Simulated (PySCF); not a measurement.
**Spectroscopy problems**

PySCF 2.14.0 with density-fitted response routines calculation with NMR shieldings at PBE0/pcSseg-1/GIAO and geometry from GFN2-xTB; non-relativistic Hamiltonian, a single conformation, one averaged value for each set of equivalent atoms, isolated molecule.

Referencing at the same level of theory: ¹H (σ = 31.72 ppm) and ¹³C (σ = 186.93 ppm) against TMS. Where no couplings were computed, multiplicities follow the n + 1 count of equivalent neighbours, and m marks all less simple cases (inequivalent or close neighbours, rings, F or P nearby). Shifts are as computed. Against solution values, carbons near 30 ppm lie about +3 ppm off and those near 130 ppm about +5 ppm (rms about the fit 2.1 ppm; single classes can miss by 10 ppm). Of 1328 compounds with measured shifts, 309 miss one by over three times the rms of a fit or turn the order of signals round; such compounds aren't used in these exercises. Signals without a measured value on file couldn't be tested in this way; 1H shifts scatter by 0.2 ppm about their fit, and single ones miss by 0.5 ppm. OH and NH positions are gas-phase values without hydrogen bonding to other molecules.

Question: C$_{6}$H$_{8}$O$_{2}$Si. ¹H NMR (600 MHz, computed): δ 6.96 (m, 2H), 6.88 (m, 2H), 5.12 (s, 3H), 3.97 (br s, 1H). ¹³C{¹H} NMR (computed): δ 157.9 (C), 155.1 (C), 122.9 (CH), 119.3 (CH). What is it?

Answer: SMILES Oc1ccc(O[SiH3])cc1. The formula gives 4 degrees of unsaturation (1 ring in the answer). 4 carbon signals for 6 carbons: some carbons are equivalent by symmetry or fast rotation. Carbon types of the structure: 2 × C, 4 × CH, leaving 4 H on heteroatoms. δC 157.9, 155.1: aromatic carbon bearing oxygen; an ipso carbon deshielded by its heteroatom. δC 122.9, 119.3: aromatic CH. δH 6.96, 6.88: hydrogen on an aromatic CH; ortho or para to a lone-pair donor, hence upfield of benzene. δH 3.97: hydrogen on a phenol-type oxygen; labile proton, position sensitive to the medium.

This is the structure that produced the data.

Question: C$_{6}$H$_{8}$O$_{2}$Si. ¹H NMR (400 MHz, computed): δ 8.17 (d, 1H), 7.45 (m, 1H), 6.67 (m, 1H), 4.66 (m, 2H), 4.17 (s, 3H). ¹³C{¹H} NMR (computed): δ 170.9 (C), 166.3 (CH), 155.3 (CH), 146.5 (CH), 140.1 (C), 49.9 (CH3). Identify the compound.

Answer: `COC(=O)C1=CC=C[SiH2]1`. The formula gives 4 degrees of unsaturation (1 ring in the answer). 6 carbon signals for 6 carbons: no two carbons are equivalent. Carbon types of the structure: 2 × C, 3 × CH, 1 × CH3, leaving 2 H on heteroatoms. δC 170.9: ester carbonyl carbon; it is a carbonyl in resonance with an O or N lone pair, the region of acids, esters and amides. δC 166.3: β carbon of a C=C–C=O unit; conjugation with the carbonyl draws π density from the β position. δC 155.3, 146.5: alkene CH; as expected for a trigonal carbon in a double bond. δC 140.1: α carbon of a C=C–C=O unit; the olefinic region.

The data come from this structure; uniqueness wasn't tested.
